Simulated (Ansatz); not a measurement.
C$_{2}$H$_{4}$BFO, SMILES `CB(F)C=O`, relaxed with RKS PBE-D4/def2-SVP in Ansatz from a rough embedded geometry. The force threshold is 0.03 eV/Å; the program also tests the step.

The species carries charge 0 and has multiplicity 1.

Start:

```xyz
9

C     0.305    0.980   -0.775
B     0.372   -0.452    0.020
F     1.476   -1.360   -0.214
C    -0.682   -0.833    0.997
O    -0.623   -1.917    1.664
H     1.120    1.023   -1.467
H     0.282    1.777   -0.063
H    -0.659    0.948   -1.388
H    -1.592   -0.166    1.226
```

**Question.** By how much does the energy fall, and how many steps does the optimiser take? (An estimate is asked.)

**Answer.** Computed: 16.03 kcal/mol, in 6 steps.

**Question.** Which bonds change most? (Best estimate.)

**Answer.** Ansatz gave: B2–C4 from 1.487 to 1.624 Å; B2–F3 from 1.449 to 1.333 Å; C1–B2 from 1.639 to 1.562 Å; C4–O5 from 1.274 to 1.222 Å.

**Question.** Give the relaxed structure. (An estimate is asked.)

**Answer.** Ansatz gave: 
```xyz
9

C     0.332    0.919   -0.796
B     0.398   -0.443   -0.034
F     1.366   -1.328   -0.270
C    -0.705   -0.877    1.076
O    -0.625   -1.920    1.708
H     1.201    1.119   -1.450
H     0.205    1.762   -0.081
H    -0.592    0.936   -1.419
H    -1.580   -0.169    1.266
```
